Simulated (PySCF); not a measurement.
F2H4Si2 (calculated)

Calculation on a computer-drawn molecule: the log of a Hartree-Fock and frozen-core CCSD(T) single point meant for a local Hartree-Fock minimum, with one planted fault or none, to be diagnosed. Offsets are logged minus clean, where the clean run is the same molecule without the fault. The reference is restricted for singlets and unrestricted otherwise, and also for a bond in bohr or an excited solution. Adding or removing an electron swaps singlet and doublet. The excited solution moves the top pair (singlet) or top alpha electron (doublet) to the lowest empty orbital. Highest occupied and lowest empty are orbital energies over both spins, largest force is the largest gradient component, triples share is (T) over the correlation energy, the T1 limit is 0.02 restricted and 0.045 unrestricted, electrons count all cores, a negative frequency is imaginary (commonest isotopes), and the dipole is about the centre of nuclear charge. Program: PySCF 2.14.0.

```xyz
8
formula=F2H4Si2 meant_charge=0 meant_multiplicity=1 meant_basis=cc-pV(D+d)Z logged_electrons=50 logged_basis_functions=94 logged_SCF_converged=yes logged_spin_squared=0 logged_highest_occupied=-11.469 logged_lowest_empty=2.2035 logged_largest_force=2.433e-05 logged_lowest_frequency=52.015 logged_T1_diagnostic=0.012471 logged_D1_diagnostic=0.031389 logged_triples_share=0.017625 logged_CC_converged=yes logged_dipole_magnitude=0.013743 logged_SCF_stable_within_its_kind=yes logged_energy_HF=-779.19241 logged_energy_CCSD(T)=-779.81057 possible_faults=no_fault,one_electron_removed,one_electron_added,multiplicity_raised_by_two,geometry_at_a_saddle_point,SCF_held_on_an_excited_solution,minimal_basis_STO-3G,one_bond_length_entered_in_bohr,all_coordinates_scaled planted_fault=no_fault HF_energy_offset_from_clean_run=0 CCSD(T)_energy_offset_from_clean_run=0
F     -0.5434    -2.7187     0.8967
Si    -0.3130    -1.1131     0.9693
Si    -1.7456    -0.2809     2.6494
F     -1.5051     1.3228     2.7309
H      1.1077    -0.8762     1.2871
H     -0.6322    -0.5523    -0.3572
H     -1.4336    -0.8504     3.9738
H     -3.1670    -0.5067     2.3264
```

Units: logged_highest_occupied, logged_lowest_empty in eV; logged_largest_force in hartree/bohr; logged_lowest_frequency in cm⁻¹; logged_dipole_magnitude in debye; logged_energy_HF, logged_energy_CCSD(T) in hartree; HF_energy_offset_from_clean_run, CCSD(T)_energy_offset_from_clean_run in kcal/mol.

Drawn bonds:
| atom | other atom | order |
| --- | --- | --- |
| 1 | 2 | 1 |
| 2 | 3 | 1 |
| 3 | 4 | 1 |
| 2 | 5 | 1 |
| 2 | 6 | 1 |
| 3 | 7 | 1 |
| 3 | 8 | 1 |
